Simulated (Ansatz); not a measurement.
Cost and result for the atomization energy of Cl2GeH4OSi (`Cl[SiH](Cl)[O][GeH3]`) (9 atoms, 8 bonds).

```tsv
atom	x (Å)	y (Å)	z (Å)
Cl1	1.0037	-1.7061	-1.6852
Si2	1.0096	0.2613	-1.1165
Cl3	-0.2325	1.2707	-2.3897
O4	0.5119	0.4081	0.4006
Ge5	-0.9096	-0.1586	1.3339
H6	2.3707	0.7954	-1.2585
H7	-2.0812	-0.3359	0.3602
H8	-0.5039	-1.4810	1.9936
H9	-1.1686	0.9462	2.3614
```

Charge 0, multiplicity 1. Correlated methods include outer-core shells of Ge, which these sets cover unevenly. Scalar relativity is left out up to krypton. The geometry is a stationary point of PBE0-D4/def2-TZVP. It is one conformer, not always the lowest. Program: Ansatz. All runs use 4 threads of a server CPU on a shared host. Times are those of one run each, without the atoms' runs, and a repeat can differ threefold. Electronic energies, without spin–orbit coupling; frozen cores. CCSD(T)/CBS adds CCSD(T) − MP2 in def2-TZVPP to the MP2 limit, and its time is that of the two runs behind it. T1 = 0.011. With those shells the extrapolation isn't a true limit. B3LYP takes the VWN-RPA correlation (the form of Gaussian; ORCA's B3LYP/G). HSE06 is the plane-wave form, built on full-range PBE exchange.

CCSD(T)/CBS is a level of theory with its own doubt, some kJ/mol a heavy atom from the limit and from the frozen cores, so smaller differences don't rank the functionals.

```tsv
level	functions	wall time
BLYP-D4/def2-TZVPP	261	4.2 s
PBE0-D4/def2-TZVPP	261	8.5 s
HSE06-D4/def2-TZVPP	261	9.5 s
r2SCAN-D4/def2-TZVPP (with forces)	261	11 s
B3LYP-D4/def2-TZVPP (with forces)	261	13 s
PBE-QIDH/def2-TZVPP	261	13 s
CCSD(T)/def2-SVP	120	15 s
ωB97X-V/def2-TZVPP	261	19 s
B97M-V/def2-TZVPP	261	19 s
ωB97M-V/def2-TZVPP (with forces)	261	28 s
MP2/def2-QZVPP	476	47 s
CCSD(T)/def2-TZVPP	261	7.7 min
CCSD(T)/CBS(def2)	–	8.5 min
```

Q: What atomization energy does each give, and how far from CCSD(T)/CBS? (Estimate.)

A: Computed: 
| level | atomization (kJ/mol) | difference from CCSD(T)/CBS | per bond |
| --- | --- | --- | --- |
| BLYP-D4/def2-TZVPP | 2838.7 | -77.0 | -9.6 |
| PBE0-D4/def2-TZVPP | 2858.1 | -57.6 | -7.2 |
| HSE06-D4/def2-TZVPP | 2858.9 | -56.8 | -7.1 |
| r2SCAN-D4/def2-TZVPP (with forces) | 2909.2 | -6.5 | -0.8 |
| B3LYP-D4/def2-TZVPP (with forces) | 2858.9 | -56.8 | -7.1 |
| PBE-QIDH/def2-TZVPP | 2873.1 | -42.6 | -5.3 |
| CCSD(T)/def2-SVP | 2658.6 | -257.1 | -32.1 |
| ωB97X-V/def2-TZVPP | 2920.8 | 5.1 | 0.6 |
| B97M-V/def2-TZVPP | 2937.9 | 22.2 | 2.8 |
| ωB97M-V/def2-TZVPP (with forces) | 2900.3 | -15.4 | -1.9 |
| MP2/def2-QZVPP | 2942.0 | 26.3 | 3.3 |
| CCSD(T)/def2-TZVPP | 2832.1 | -83.6 | -10.4 |
| CCSD(T)/CBS(def2) | 2915.7 | 0.0 | 0.0 |

From PBE to PBE0 (25 % exact exchange), in def2-TZVPP and without D4, the atomization energy moves by −26.4 kJ/mol: exact exchange takes away binding that semilocal exchange gives to molecules. At CCSD(T), def2-SVP lies −257.1 kJ/mol from the extrapolated value and def2-TZVPP −83.6 kJ/mol: correlation converges slowly with the basis, and small sets miss more of it in the bonded molecule than in its fragments. The D4 term adds +45.9 kJ/mol with B3LYP and +24.2 kJ/mol with PBE0; it sums over pairs of atoms, weighted by their polarisabilities, and B3LYP, whose exchange is more repulsive, gets the larger term.
